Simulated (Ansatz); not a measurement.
## A relaxation, step by step

SiH$_{4}$BrF, closed shell, PBE0-D4/def2-TZVP (Ansatz 0.2.0). Settings:

```yaml
hamiltonian: {xc: pbe0, dispersion: d4}
relax: {f_tol: 0.005, max_steps: 200}
```

Start, a step off a saddle point along its unstable mode:

```tsv
atom	x (Å)	y (Å)	z (Å)
Si1	-0.5764	-0.3073	0.1913
F2	0.9252	-0.2995	0.8751
H3	-0.5076	-1.2754	-0.8823
H4	-1.1185	-0.8629	1.4516
H5	-1.4378	0.9052	-0.1251
H6	1.5391	0.5145	-0.1142
Br7	1.1760	1.3252	-1.3965
```

```json
{"step": "1", "energy less the last (meV)": "941.9", "largest force component (eV/Å)": "1.397"}
{"step": "2", "energy less the last (meV)": "507.7", "largest force component (eV/Å)": "1.176"}
{"step": "3", "energy less the last (meV)": "198.6", "largest force component (eV/Å)": "1.258"}
{"step": "4", "energy less the last (meV)": "85.3", "largest force component (eV/Å)": "0.711"}
{"step": "5", "energy less the last (meV)": "9.0", "largest force component (eV/Å)": "0.165"}
{"step": "6", "energy less the last (meV)": "2.7", "largest force component (eV/Å)": "0.103"}
{"step": "7", "energy less the last (meV)": "2.0", "largest force component (eV/Å)": "0.015"}
{"step": "8", "energy less the last (meV)": "1.9", "largest force component (eV/Å)": "0.020"}
{"step": "9", "energy less the last (meV)": "1.7", "largest force component (eV/Å)": "0.012"}
{"step": "10", "energy less the last (meV)": "1.5", "largest force component (eV/Å)": "0.042"}
{"step": "11", "energy less the last (meV)": "1.2", "largest force component (eV/Å)": "0.086"}
{"step": "12", "energy less the last (meV)": "0.9", "largest force component (eV/Å)": "0.053"}
{"step": "13", "energy less the last (meV)": "0.6", "largest force component (eV/Å)": "0.023"}
{"step": "14 (rejected trial)", "energy less the last (meV)": "0.6", "largest force component (eV/Å)": "0.099"}
{"step": "15", "energy less the last (meV)": "0.4", "largest force component (eV/Å)": "0.028"}
{"step": "16", "energy less the last (meV)": "0.3", "largest force component (eV/Å)": "0.040"}
{"step": "17", "energy less the last (meV)": "0.2", "largest force component (eV/Å)": "0.034"}
{"step": "18", "energy less the last (meV)": "0.1", "largest force component (eV/Å)": "0.030"}
{"step": "19", "energy less the last (meV)": "0.1", "largest force component (eV/Å)": "0.035"}
{"step": "20", "energy less the last (meV)": "0.0", "largest force component (eV/Å)": "0.027"}
{"step": "21", "energy less the last (meV)": "0.0", "largest force component (eV/Å)": "0.020"}
{"step": "22", "energy less the last (meV)": "0.0", "largest force component (eV/Å)": "0.006"}
{"step": "23", "energy less the last (meV)": "0.0", "largest force component (eV/Å)": "0.005"}
{"step": "24", "energy less the last (meV)": "0.0", "largest force component (eV/Å)": "0.002"}
```

Step 6, positions (Å) and forces (eV/Å):

```csv
atom,x,y,z,Fx,Fy,Fz
Si1,-0.806,-0.520,0.438,-0.103,-0.026,-0.033
F2,0.700,-0.178,0.886,0.079,0.009,0.041
H3,-0.738,-1.392,-0.756,-0.001,-0.012,0.015
H4,-1.464,-1.211,1.573,0.020,0.008,-0.023
H5,-1.489,0.754,0.123,-0.004,0.011,0.012
H6,1.870,0.932,-0.506,0.001,0.043,-0.069
Br7,1.927,1.617,-1.758,0.008,-0.032,0.057
```

Step 10, positions (Å) and forces (eV/Å):

| atom | x | y | z | Fx | Fy | Fz |
| --- | --- | --- | --- | --- | --- | --- |
| Si1 | -0.833 | -0.535 | 0.443 | 0.004 | 0.002 | 0.012 |
| F2 | 0.685 | -0.177 | 0.845 | -0.008 | 0.011 | -0.009 |
| H3 | -0.792 | -1.421 | -0.741 | 0.000 | -0.008 | -0.003 |
| H4 | -1.446 | -1.220 | 1.604 | -0.004 | -0.001 | -0.006 |
| H5 | -1.538 | 0.730 | 0.138 | 0.011 | -0.001 | 0.006 |
| H6 | 1.890 | 0.977 | -0.519 | -0.003 | 0.017 | -0.042 |
| Br7 | 2.035 | 1.646 | -1.770 | 0.000 | -0.020 | 0.042 |

Step 13, positions (Å) and forces (eV/Å):

```csv
atom,x,y,z,Fx,Fy,Fz
Si1,-0.856,-0.545,0.449,-0.009,0.015,0.005
F2,0.667,-0.139,0.786,-0.006,-0.006,0.000
H3,-0.836,-1.441,-0.729,0.001,-0.004,0.007
H4,-1.409,-1.232,1.638,0.011,0.001,-0.013
H5,-1.602,0.700,0.160,0.004,-0.006,0.001
H6,1.870,0.977,-0.550,0.002,0.012,-0.023
Br7,2.166,1.679,-1.755,-0.003,-0.012,0.023
```

Last step (24):

```xyz
7
angstrom
Si -0.9071 -0.5649 0.4570
F 0.6166 -0.0793 0.6488
H -0.9439 -1.4955 -0.6931
H -1.3205 -1.2425 1.7063
H -1.7351 0.6347 0.2006
H 1.8726 1.0072 -0.6129
Br 2.4175 1.7402 -1.7067
```

The run took about 73 s on 4 CPU threads of an Intel Xeon (shared host).
